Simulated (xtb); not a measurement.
PbI, SMILES [I][Pb+] (connectivity only; charge and spin as stated), charge +1, multiplicity 1. All values are semi-empirical tight-binding results from xtb (GFN2-xTB unless named), good for trends rather than for accurate numbers. Geometry optimised at GFN2-xTB. The spin state was assumed, not searched.

Optimised geometry:

Bonds (Å): Pb1–I2 2.647.
Charge +1, spin multiplicity 1.

For metal compounds this method's bond lengths and energies can be far off.

The point group as xtb finds it is C∞v and the orbital gap is 3.07 eV.

Computed atomic charges and the Wiberg bond orders between heavy atoms:
charges (e) Pb1 0.96, I2 0.04. Bond orders Pb1–I2 1.66.
